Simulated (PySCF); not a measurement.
**Two-component Hartree-Fock for Au(50+) (gold, charge +50)**

Start: [Ar] 3d10 4s1; 4s1/2 filled at m_j = +1/2. Calculated with PySCF 2.14 in an even-tempered Gaussian basis (16 s from 7.4 bohr⁻², ratio 2.8; 13 p from 9.6 bohr⁻², ratio 2.8; 8 d from 17 bohr⁻², ratio 2.8; 4 f from 38 bohr⁻², ratio 3): generalised Hartree-Fock with the X2C-1e Hamiltonian and a Gaussian nucleus; one run each with spin-orbit coupling (SO) switched off, then screened by Boettger's factors.

```csv
spinor shell,electrons,"ε, spin-free (eV)","ε, screened SO (eV)",weight of nominal j (screened SO),"rms radius, screened SO (bohr)"
1s1/2,2,-83923.4,-83894.4,1.000,0.0190
2s1/2,2,-17161.7,-17153.1,1.000,0.0767
2p1/2,2,-15218.1,-16547.5,1.000,0.0649
3s1/2,2,-6019.1,-6016.8,1.000,0.194
3p1/2,2,-5443.0,-5753.2,1.000,0.184
3p3/2,4,-5443.0,-5319.6,1.000,0.199
3d3/2,4,-4846.8,-4902.4,1.000,0.173
3d5/2,6,-4846.8,-4808.8,1.000,0.177
4s1/2,1,-2920.9,-2920.4,1.000,0.398
```

Problem. Where does 2p3/2 lie, and what is the 2p spin-orbit splitting (screened SO)?

Solution. At -14697.8 eV, 1849.8 eV above 2p1/2.

```json
{"quantity": "E (hartree)", "spin-free": "-17137.65341", "screened SO": "-17165.94659"}
{"quantity": "M_J", "spin-free": "1/2", "screened SO": "1/2"}
{"quantity": "⟨J²⟩", "spin-free": "0.750", "screened SO": "0.750"}
{"quantity": "⟨L²⟩", "spin-free": "0.000", "screened SO": "0.083"}
{"quantity": "⟨S²⟩", "spin-free": "0.750", "screened SO": "0.833"}
```

Each row is a mean over spinors that exchange with the open shell spreads, by up to 6.437 eV (3s1/2).

Breit and QED terms are absent; they matter most for the inner s and p1/2 levels.

Densities and radii are taken from the X2C orbitals without a picture-change correction, which distorts them close to the nucleus.

Without spin-orbit coupling the j labels of p, d and f shells carry no meaning; the spin-free column gives the mean over the occupied spinors of each nl shell.
